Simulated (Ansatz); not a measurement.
Reaction (substitution at a C–Si bond): `BCC[SiH2]C` + HI → `BCCI` + `C[SiH3]`

Program: Ansatz. Geometries: PBE0-D4/def2-TZVP. ΔE: electronic, gas phase. CBS: MP2 limit from def2 TZ/QZ plus the TZ coupled-cluster correction, frozen cores. This one scheme is used for every species. Functionals use def2-TZVPP. B3LYP here is the variant with VWN-RPA as its local correlation; programs differ in this. Elements past krypton have def2 core potentials. For I outer-core shells are correlated without core-valence functions, which leaves a few kJ/mol of doubt a bond. One conformer a species, not always the lowest.

(1) Is it downhill or uphill in electronic energy at CCSD(T)/CBS, and by how much? (An estimate is asked.)

(2) What do these levels give: PBE-D4, r2SCAN, PBE0, B3LYP, CCSD/def2-TZVPP, MP2/CBS(def2)? (Best estimate.)

Largest T1 diagnostic among the species: 0.010.

Answers

(1) The calculation gave: Uphill: ΔE = +23.5 kJ/mol.

(2) The calculation gave: PBE-D4 26.4, r2SCAN 26.8, PBE0 27.2, B3LYP 22.1, CCSD/def2-TZVPP 28.5, MP2/CBS(def2) 19.9 kJ/mol.

From PBE to PBE0 (25 % exact exchange), in def2-TZVPP and without D4, ΔE moves by +3.5 kJ/mol. The D4 term adds +3.6 kJ/mol with B3LYP and +2.5 kJ/mol with PBE0; it sums over pairs of atoms, weighted by their polarisabilities, and B3LYP, whose exchange is more repulsive, gets the larger term.
